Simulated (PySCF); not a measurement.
SrF: mean field, correlation and small terms against distance

State: ²Σ⁺, doublet, unpaired electrons σ ↑. ROHF-based CCSD(T) in PySCF 2.14 with Sr cc-pwCVDZ-X2C, F aug-cc-pVDZ-DK and Sr cc-pwCVTZ-X2C, F aug-cc-pVTZ-DK (frozen core orbitals: 15; spin-free X2C with a Gaussian nucleus). Correlation energies are extrapolated as n⁻³ (n = 2, 3), Hartree–Fock as (n+1)·exp(−9√n). CV is the change on freezing 14 orbitals instead, in Sr cc-pwCVTZ-X2C, F cc-pCVTZ-DK. All energies in eV from Sr + F.

| R (Å) | HF/CBS | CCSD corr. | (T) | CV | total |
| --- | --- | --- | --- | --- | --- |
| 1.8225 | -3.439 | -1.223 | -0.1171 | -0.0086 | -4.787 |
| 1.9053 | -3.913 | -1.178 | -0.1143 | -0.0077 | -5.213 |
| 1.9882 | -4.173 | -1.141 | -0.1121 | -0.0070 | -5.433 |
| 2.0710 | -4.276 | -1.112 | -0.1105 | -0.0064 | -5.504 |
| 2.1538 | -4.268 | -1.089 | -0.1096 | -0.0059 | -5.473 |
| 2.2574 | -4.153 | -1.067 | -0.1093 | -0.0054 | -5.335 |
| 2.3609 | -3.963 | -1.053 | -0.1098 | -0.0051 | -5.131 |

A fit to the total gives Re = 2.0823 Å, De = 5.505 eV, ωe = 497.7 cm⁻¹, Be = 0.2489 cm⁻¹ (masses 87.9056 and 18.9984 u).

Question: At R = 2.0710 Å the CCSD correlation energy is -0.375203 hartree in the smaller basis and -0.499780 in the larger. Extrapolate it.

Answer: (3³·E3 − 2³·E2)/(3³ − 2³) = -0.55223 hartree; the larger basis holds 90.5 % of it.

The T1 diagnostic is 0.019. The state was picked by a PBE0 search and need not be the measured ground state. Spin–orbit coupling, excitations beyond (T) and corrections to the Born–Oppenheimer picture are left out.
